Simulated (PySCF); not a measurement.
## Unknown compound

The spectra below were simulated for a compound C6H10O2.

¹H NMR (500 MHz, computed): δ 6.56 (br s, 1H), 5.99 (br s, 1H), 4.05 (q, 2H), 1.98 (s, 3H), 1.30 (t, 3H).

¹³C{¹H} NMR (computed): δ 176.3 (C), 151.2 (C), 135.8 (CH2), 65.1 (CH2), 22.5 (CH3), 15.6 (CH3).

Theoretical values (PySCF): PBE0/pcSseg-2 with gauge-including orbitals, geometry: PBE0-D3(BJ)/def2-TZVP. Single conformer, averaged over atoms made equivalent by symmetry, fast rotation or ring inversion, isolated molecule, relativity neglected.

References, each an isolated molecule treated in the same way: ¹H, ¹³C vs TMS.

Propose a structure and justify it.

## Answers


- The formula gives 2 degrees of unsaturation (no ring in the answer).
- 6 carbon signals for 6 carbons: no two carbons are equivalent.
- Carbon types of the structure: 2 × C, 2 × CH2, 2 × CH3, which accounts for all hydrogens.
- δC 176.3: ester carbonyl carbon; it is a carbonyl in resonance with an O or N lone pair, the region of acids, esters and amides.
- δC 151.2: α carbon of a C=C–C=O unit; as expected for a trigonal carbon in a double bond.
- δC 135.8: β carbon of a C=C–C=O unit; conjugation with the carbonyl draws π density from the β position.
- δC 65.1: sp3 CH2 bonded to O; pulled downfield by the heteroatom.
- δC 22.5: allylic methyl carbon; a saturated carbon with 1 carbon neighbour and no heteroatom attached.
- δC 15.6: methyl carbon; a saturated carbon with 1 carbon neighbour and no heteroatom attached.
- δH 6.56, 5.99: hydrogen on a β carbon of a C=C–C=O unit; a vinylic proton, deshielded by the sp2 carbon and the C=C anisotropy.

Structure: ethyl methacrylate (C=C(C)C(=O)OCC).

The data come from this structure; uniqueness wasn't tested.

Shifts are as computed. Against solution values, carbons near 30 ppm lie about +3 ppm off and those near 130 ppm about +9 ppm. Of 1211 compounds with measured shifts, 218 miss one by over three times the rms of a fit or turn the order of signals round; such compounds aren't used in these exercises. Multiplicities follow the n + 1 count of equivalent neighbours, as no J values were calculated; m marks all less simple cases, F and P coupling included.
